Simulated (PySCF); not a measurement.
MoO₂⁺, doublet: molecular constants

Level of theory: UPBE0 in PySCF with Mo def2-TZVP with ECP28, O def2-TZVP; scalar-relativistic core potentials, no spin–orbit coupling; density-fitted integrals.

The structure is a minimum.

```xyz
3
charge 1 multiplicity 2, angstrom
Mo    0.0000    0.0000   -0.2448
O     1.3086    0.0000    0.7493
O    -1.3086    0.0000    0.7493
```

| Quantity | Value |
| --- | --- |
| Point group | C2v |
| Bond lengths | Mo–O 1.643 Å (×2) |
| Bond angles | O–Mo–O 105.6° |
| Dipole moment about the centre of mass | 5.10 D |
| Lowest empty level (α) | -10.73 eV |
| Heat capacity Cp at 298.15 K | 42.2 J/(mol K) |
| Highest occupied level (α) | -13.91 eV |
| Principal quadrupole moments (Buckingham, traceless) about the centre of mass | -4.12, 0.70, 3.43 D Å |
| Entropy at 298.15 K and 1 bar (electronic part: spin only) | 271.1 J/(mol K) |
| Rotational constants | 0.7074, 0.3077, 0.2144 cm⁻¹ |
| Spin squared ⟨S²⟩ | 0.764 |
| Rotational symmetry number | 2 |
| Zero-point energy | 15.2 kJ/mol |
| Enthalpy at 298.15 K above 0 K | 10.94 kJ/mol |
| Principal polarisabilities | 25.2, 38.4, 39.3 bohr³ |

Harmonic modes (masses in u: Mo 97.905, O 15.995):
```
symmetry  ω (cm⁻¹)  IR (km/mol)  μ (u)
      a1       372          0.3  17.89
      b2      1042          158  18.68
      a1      1119         23.0  17.78
```

In C2v the vibrations span 2a1 + b2. Here b1 is antisymmetric to the molecular plane and b2 lies in it.

Charges (e):
| atom | Mulliken | Löwdin | polar tensor | spin (Mulliken) | Mayer order to Mo1 |
| --- | --- | --- | --- | --- | --- |
| Mo1 | 1.67 | 1.20 | 1.96 | 1.04 | – |
| O2,3 | -0.33 | -0.10 | -0.48 | -0.02 | 2.21 |

Mulliken populations on Mo1 (electrons outside its core potential): s 2.27, p 6.05, d 3.94, f 0.07.

Formally Mo is in oxidation state +5, d1, with 1 unpaired electron. The Mulliken spin on Mo is 1.04. The polar-tensor charge on Mo, 1.96, is far below the formal one.

This need not be the most stable arrangement of these atoms. Open d and f shells are described by one determinant, and the ground state may have another occupation or spin.

The final relaxation and frequency run took roughly 9 core-minutes on a shared host.
